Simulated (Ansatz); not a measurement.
Computed with Ansatz on PBE0-D4/def2-TZVP structures; ΔE is electronic, products minus reactants. CCSD(T)/CBS adds triple-zeta CCSD(T) − MP2 to the extrapolated MP2 energy (def2 sets, frozen cores). For Ge outer-core shells are correlated without core-valence functions, which leaves a few kJ/mol of doubt a bond. Scalar relativity is left out up to krypton. Each species was taken in one conformer, which may not be the lowest.

Consider the redistribution: `C[BH][GeH2][SiH3]` + `OB(F)S[SiH3]` → `O[B](F)[GeH2][SiH3]` + `CBS[SiH3]`.

`C[BH][GeH2][SiH3]`:

Cartesian coordinates in Å:
```
C 0.486 2.052 0.835
B -0.511 1.244 -0.033
Ge -0.942 -0.734 0.318
Si 0.518 -2.027 -1.064
H -0.166 2.639 1.506
H 1.148 1.471 1.479
H 1.061 2.794 0.275
H -1.057 1.781 -0.956
H -2.384 -1.144 -0.040
H -0.673 -1.169 1.774
H 1.936 -1.709 -0.744
H 0.282 -1.716 -2.499
H 0.302 -3.483 -0.852
```

`OB(F)S[SiH3]`:

Z-matrix (Å, degrees):
```
Si
S 1 2.149
H 1 1.483 2 104.4
H 1 1.481 2 111.2 3 -118.4
H 1 1.482 2 111.1 3 118.3
B 2 1.810 1 99.0 3 180.0
F 6 1.333 2 118.2 1 -180.0
O 6 1.353 2 121.7 1 -0.0
H 8 0.962 6 113.4 2 -180.0
```

`O[B](F)[GeH2][SiH3]`:

```xyz
11

O     1.087   -2.480    0.737
B     0.728   -1.626   -0.243
F     1.455   -1.672   -1.352
Ge   -0.830   -0.251   -0.115
Si   -0.020    1.987   -0.110
H     0.534   -2.427    1.519
H    -1.800   -0.430   -1.296
H    -1.633   -0.492    1.182
H     0.880    2.192    1.056
H     0.745    2.249   -1.357
H    -1.147    2.952   -0.021
```

`CBS[SiH3]`:

Cartesian coordinates in Å:
```
C 1.084 0.057 1.940
B 0.169 0.037 0.681
S 0.871 -0.141 -0.958
Si -0.937 -0.082 -2.117
H 0.919 0.988 2.496
H 2.151 -0.044 1.737
H 0.779 -0.744 2.625
H -1.022 0.141 0.786
H -1.834 -1.198 -1.730
H -0.545 -0.225 -3.541
H -1.635 1.212 -1.918
```

| species | CCSD(T)/CBS(def2) energy (Eh) |
| --- | --- |
| `C[BH][GeH2][SiH3]` | -2433.43289 |
| `OB(F)S[SiH3]` | -889.18654 |
| `O[B](F)[GeH2][SiH3]` | -2568.66977 |
| `CBS[SiH3]` | -753.96029 |

Question: Work out ΔE.

Answer: ΔE = (-2568.66977) + (-753.96029) − (-2433.43289) − (-889.18654) = -0.01063 Eh = -6.7 kcal/mol.

Largest T1 diagnostic among the species: 0.013.

From PBE to PBE0 (25 % exact exchange), in def2-TZVPP and without D4, ΔE moves by +0.8 kcal/mol. In def2-TZVPP, CCSD(T) changes the Hartree–Fock value by −1.6 kcal/mol (the triples alone add −0.4 kcal/mol) and MP2 by −1.6 kcal/mol.
